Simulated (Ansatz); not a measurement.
FHZn, SMILES `[F][ZnH]` at its PBE0-D4/def2-TZVP geometry, where that method's forces vanish. Total charge 0; spin multiplicity 1.

```xyz
3

F    -1.2070    1.0545   -0.4641
Zn    0.0586   -0.0512    0.0225
H     1.1485   -1.0034    0.4415
```

Q: What forces (eV/Å) does r2SCAN-D4/def2-TZVPP give on these atoms in Ansatz 0.2.0? (Estimate.)

A: Ansatz gave: 
```
F1   0.126 -0.110  0.048
Zn2  0.099 -0.087  0.038
H3  -0.225  0.197 -0.087
```
